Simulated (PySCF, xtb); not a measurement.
C₃H₆OSi, SMILES O[Si@@H](C#C)C.

xtb with GFN2-xTB at its own geometry gives an orbital gap of 5.39 eV and a dipole moment of 1.64 D.

Coordinates come from a r2SCAN-D4/def2-SVP optimisation. The structure was generated by enumeration; whether it is a known compound was not checked. Other conformers were not sampled.

Q: What does HF/def2-TZVP run with PySCF give? (Estimate from the structure and the level; the computed values follow.)

A: gap 13.87 eV (levels -10.82 and 3.05 eV), dipole 1.18 D.
